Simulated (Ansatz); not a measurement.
Cost and result for the atomization energy of C$_{4}$H$_{6}$F$_{2}$O (`F[C@H]1COC[C@@H]1F`) (13 atoms, 13 bonds).

```xyz
13

F     0.538    1.069    1.592
C     0.883    0.328    0.475
C     0.433   -1.106    0.630
O    -0.922   -1.153    0.215
C    -1.270    0.057   -0.435
C     0.020    0.802   -0.684
F     0.611    0.370   -1.859
H     1.951    0.449    0.290
H     1.044   -1.759   -0.004
H     0.513   -1.435    1.669
H    -1.788   -0.162   -1.372
H    -1.928    0.654    0.208
H    -0.085    1.887   -0.724
```

The species carries charge 0 and has multiplicity 1. Geometry: relaxed with PBE0-D4/def2-TZVP. Program: Ansatz. All runs use 4 threads of an Intel Xeon Platinum 8259CL on a shared host. Times are those of one run each, without the atoms' runs, and a repeat can differ threefold. Electronic energies, without spin–orbit coupling; frozen cores. CCSD(T)/CBS adds CCSD(T) − MP2 in def2-TZVPP to the MP2 limit, and its time is that of the two runs behind it. T1 = 0.011. B3LYP takes the VWN-RPA correlation (the form of Gaussian; ORCA's B3LYP/G).

CCSD(T)/CBS is a level of theory with its own doubt, some kJ/mol a heavy atom from the limit and from the frozen cores, so smaller differences don't rank the functionals.

| level | functions | wall time |
| --- | --- | --- |
| LDA (SPW92)/def2-TZVPP | 301 | 1.8 s |
| revPBE-D4/def2-TZVPP | 301 | 2.8 s |
| BLYP-D4/def2-TZVPP | 301 | 2.9 s |
| r2SCAN-D4/def2-TZVPP (with forces) | 301 | 6.5 s |
| r2SCANh-D4/def2-TZVPP | 301 | 6.5 s |
| B3LYP-D4/def2-TZVPP (with forces) | 301 | 7 s |
| B2PLYP/def2-TZVPP | 301 | 8.5 s |
| ωB97X-V/def2-TZVPP | 301 | 9 s |
| B97M-V/def2-TZVPP | 301 | 11 s |
| CCSD(T)/def2-SVP | 128 | 15 s |
| MP2/def2-QZVPP | 579 | 39 s |
| CCSD(T)/def2-TZVPP | 301 | 12 min |
| CCSD(T)/CBS(def2) | – | 12 min |

Problem. What atomization energy does each give, and how far from CCSD(T)/CBS? (An estimate is asked.)

Solution. Computed: 
| level | atomization (kcal/mol) | difference from CCSD(T)/CBS | per bond |
| --- | --- | --- | --- |
| LDA (SPW92)/def2-TZVPP | 1507.0 | 227.2 | 17.5 |
| revPBE-D4/def2-TZVPP | 1284.5 | 4.7 | 0.4 |
| BLYP-D4/def2-TZVPP | 1280.0 | 0.2 | 0.0 |
| r2SCAN-D4/def2-TZVPP (with forces) | 1286.4 | 6.6 | 0.5 |
| r2SCANh-D4/def2-TZVPP | 1276.0 | -3.8 | -0.3 |
| B3LYP-D4/def2-TZVPP (with forces) | 1276.7 | -3.1 | -0.2 |
| B2PLYP/def2-TZVPP | 1266.3 | -13.5 | -1.0 |
| ωB97X-V/def2-TZVPP | 1286.1 | 6.3 | 0.5 |
| B97M-V/def2-TZVPP | 1280.2 | 0.4 | 0.0 |
| CCSD(T)/def2-SVP | 1222.9 | -56.9 | -4.4 |
| MP2/def2-QZVPP | 1300.3 | 20.5 | 1.6 |
| CCSD(T)/def2-TZVPP | 1247.4 | -32.4 | -2.5 |
| CCSD(T)/CBS(def2) | 1279.8 | 0.0 | 0.0 |

In def2-TZVPP, CCSD(T) changes the Hartree–Fock value by +334.5 kcal/mol (the triples alone add +21.9 kcal/mol) and MP2 by +368.4 kcal/mol; breaking electron pairs costs correlation energy, which Hartree–Fock lacks. At CCSD(T), def2-SVP lies −56.9 kcal/mol from the extrapolated value and def2-TZVPP −32.3 kcal/mol: correlation converges slowly with the basis, and small sets miss more of it in the bonded molecule than in its fragments. From PBE to PBE0 (25 % exact exchange), in def2-TZVPP and without D4, the atomization energy moves by −31.0 kcal/mol: exact exchange takes away binding that semilocal exchange gives to molecules.
